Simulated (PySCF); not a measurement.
# O⁺ (oxygen, charge +1): BP86 calculation

Configuration: [He] 2s2 2p3, high-spin 4S determinant. All numbers are calculated (PySCF 2.14, the non-relativistic Hamiltonian (point nucleus), in aug-cc-pVDZ).

| Property | Result |
| --- | --- |
| Total energy | -74.5444 hartree |
| One-electron energy | -98.3468 hartree |
| Hartree (Coulomb) energy | 31.8737 hartree |
| Exchange-correlation energy | -8.0713 hartree |
| Kinetic energy | 74.13409 hartree |
| ⟨S²⟩ | 3.7517 |
| ⟨L²⟩ | 0.000 |
| Sum of ⟨r⟩ | 5.865 bohr |
| Sum of ⟨r²⟩ | 7.550 bohr² |
| Density at the nucleus (Gaussians lack the cusp) | 299 bohr⁻³ |
| Spin density at the nucleus | 0.300 bohr⁻³ |
| Langevin diamagnetic susceptibility | -5.98 ×10⁻⁶ cm³/mol |
| Time after the integrals | 0.14 s of wall time on 1 thread of Neoverse-N1 (shared host) |

```csv
shell,electrons,mean orbital energy (hartree),"rms radius, mean of both spins (bohr)"
1s α,1,-19.62792,0.232
1s β,1,-19.55101,0.232
2s α,1,-1.53205,1.21
2s β,1,-1.32395,1.21
2p α,3,-0.97145,1.23
```
